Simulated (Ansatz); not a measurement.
CH2 (SMILES [CH2]): geometry of the low-spin state from B3LYP-D3(BJ)/def2-TZVP.
(charge 0, multiplicity 1):
```xyz
3

C     -0.0007     0.1750     0.0000
H     -0.8600    -0.5287     0.0000
H      0.8644    -0.5215     0.0000
```
The high-spin state stands at its own minimum; R- takes a restricted low-spin state.

Programs: Ansatz (Gaussian basis) for Hartree–Fock, density functionals and correlated methods. 

The gap E(multiplicity 1) − E(multiplicity 3) (kcal/mol) and the share of exact exchange:

| functional | exact exchange (%) | value |
|---|---|---|
| R-PBE/def2-TZVPP | 0 | 16.00 |
| R-PBE0/def2-TZVPP | 25 | 17.71 |
| R-B3LYP/def2-TZVPP | 20 | 11.70 |
| R-BHLYP/def2-TZVPP | 50 | 13.28 |
| R-r2SCAN/def2-TZVPP | 0 | 22.14 |

Q: Take the value as linear in the share of exact exchange along PBE and PBE0. Give the slope, say whether the sign turns, and set the other functionals against that line.

A: 
Slope: (17.71 − (16.00))/2.5 = 0.69 kcal/mol for each 10 %. The line keeps its sign from 0 to 100 %. At 50 % it gives 19.4 kcal/mol. From B3LYP to BHLYP the slope is (13.28 − (11.70))/3 = 0.53 for each 10 %. BHLYP, at 50 %, lies -6.2 from the PBE line. B3LYP, at 20 %, lies -5.7 from the PBE line. r2SCAN, with none, stands 6.1 from PBE.

Doubts at one or more of the structures used: a restricted determinant that unrestricted orbitals would lower (R-PBE/def2-TZVPP, R-PBE0/def2-TZVPP, R-B3LYP/def2-TZVPP, R-BHLYP/def2-TZVPP, R-r2SCAN/def2-TZVPP).

Ansatz is an electronic-structure program.
